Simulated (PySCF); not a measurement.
# Computed NMR parameters against published values

Molfile (atoms numbered from 1):
```
C5H6O2
     RDKit          3D

 13 13  0  0  0  0  0  0  0  0999 V2000
   -2.0426    0.4434    0.2914 C   0  0  0  0  0  0  0  0  0  0  0  0
   -1.1403   -0.6302    0.4339 O   0  0  0  0  0  0  0  0  0  0  0  0
    0.1515   -0.3442    0.5319 C   0  0  0  0  0  0  0  0  0  0  0  0
    1.2332   -1.1678    0.6676 C   0  0  0  0  0  0  0  0  0  0  0  0
    2.3619   -0.2864    0.7228 C   0  0  0  0  0  0  0  0  0  0  0  0
    1.8812    0.9805    0.6178 C   0  0  0  0  0  0  0  0  0  0  0  0
    0.5203    0.9456    0.4999 O   0  0  0  0  0  0  0  0  0  0  0  0
   -2.0011    1.1237    1.1574 H   0  0  0  0  0  0  0  0  0  0  0  0
   -1.8365    1.0258   -0.6212 H   0  0  0  0  0  0  0  0  0  0  0  0
   -3.0420   -0.0024    0.2236 H   0  0  0  0  0  0  0  0  0  0  0  0
    1.2144   -2.2523    0.7197 H   0  0  0  0  0  0  0  0  0  0  0  0
    3.4073   -0.5692    0.8289 H   0  0  0  0  0  0  0  0  0  0  0  0
    2.3339    1.9669    0.6079 H   0  0  0  0  0  0  0  0  0  0  0  0
  1  2  1  0
  2  3  1  0
  3  4  2  0
  4  5  1  0
  5  6  2  0
  6  7  1  0
  7  3  1  0
  1  8  1  0
  1  9  1  0
  1 10  1  0
  4 11  1  0
  5 12  1  0
  6 13  1  0
M  END
```

Published estimates (parent shift plus substituent increments) and measurements: δ 1H H13 6.85; H12 6.24; H11 5.12 ppm (estimated from measurements, as parent shift plus tabulated substituent increment; solution, not stated per compound (mostly CDCl3 or CCl4); Pretsch, Buehlmann, Badertscher, Structure Determination of Organic Compounds, 4th ed. (2009)).

[PySCF: PBE0/pcSseg-1 with gauge-including orbitals; coordinates at the PBE0-D3(BJ)/def2-SVP level; rapidly exchanging positions averaged; one conformer; no relativistic terms; in vacuum]

(1) How close does the calculation come?

(2) How far are the unscaled 1H shifts from the references?

## Answers

(1) 
Reference values: estimated from measurements, as parent shift plus tabulated substituent increment (solution, not stated per compound (mostly CDCl3 or CCl4); Pretsch, Buehlmann, Badertscher, Structure Determination of Organic Compounds, 4th ed. (2009)).
```
atoms  quantity  reference  computed  computed, scaled
  H13      δ 1H       6.85      6.81              6.68
  H12      δ 1H       6.24      6.43              6.32
  H11      δ 1H       5.12      5.36              5.30
```

Computed shifts are σ(ref) − σ with the named reference compound (TMS for H and C) calculated as an isolated molecule at the same level. The measured values may be among those fitted. Shieldings were converted by linear fits to measured shifts (mostly CDCl3, TMS scale, for H and C): 1H: δ = 29.91 − 0.950σ (rms 0.21 ppm, 511 shifts, 0.22 ppm with the 3 outliers that the fit left out). A few per cent of atoms miss by over 2 rms, more outside the fitted compound classes.

(2) Mean signed difference +0.13 ppm, mean absolute 0.16 ppm over 3 comparisons; the largest is +0.24 ppm at H11 (hydrogen on an aromatic CH).
